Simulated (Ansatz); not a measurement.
Clusters of 5 atoms, II-VI: PBE-D4/def2-SVP single points in Ansatz on relaxed structures, gas phase. Each cluster is the lowest isomer that a short search found in that spin, judged at the geometry's level, and lower ones may exist. Core potentials for Ba, Hg, Te, no spin–orbit coupling. HOMO and LUMO are taken over both spins. Binding counts from free atoms in the multiplicity of their measured ground term, without zero-point energy. Singlets are spin-restricted. A dash marks a value that wasn't run or was left out as unsound. The structures are stationary points that may keep the symmetry of their start.

```
                 species  atoms    state          geometry  HOMO (eV)  LUMO (eV)  gap (eV)  binding per atom (eV)  point group (within 0.1 Å)
                   Mg2S3      5  singlet  PBE0-D4/def2-SVP      -4.80      -3.43      1.37                   2.58                         C2v
                  Be2Te3      5  singlet  PBE0-D4/def2-SVP      -5.03      -3.45      1.58                   2.63                         C2v
                  Hg3S2⁺      5  doublet   PBE-D4/def2-SVP     -10.32      -9.31      1.01                      –                           –
                  Ba2Te3      5  singlet  PBE0-D4/def2-SVP      -3.95      -2.19      1.75                   2.84                         C2v
Be2O3 (with an O–O bond)      5  singlet  PBE-D4/def2-TZVP      -5.80      -3.10      2.69                   4.03                         C2v
```

Problem. Estimate the rows for Be3Se2 (singlet, r2SCAN-D4/def2-SVP geometry); Be2Se3 (singlet, r2SCAN-D4/def2-SVP geometry).

Solution. 
| species | atoms | state | geometry | HOMO (eV) | LUMO (eV) | gap (eV) | binding per atom (eV) | point group (within 0.1 Å) |
| --- | --- | --- | --- | --- | --- | --- | --- | --- |
| Be3Se2 | 5 | singlet | r2SCAN-D4/def2-SVP | -5.72 | -3.51 | 2.21 | 2.90 | C2v |
| Be2Se3 | 5 | singlet | r2SCAN-D4/def2-SVP | -5.34 | -3.42 | 1.92 | 3.05 | C2v |

The gap (eV) runs from 1.01 (Hg3S2⁺) to 2.69 (Be2O3 (with an O–O bond)).
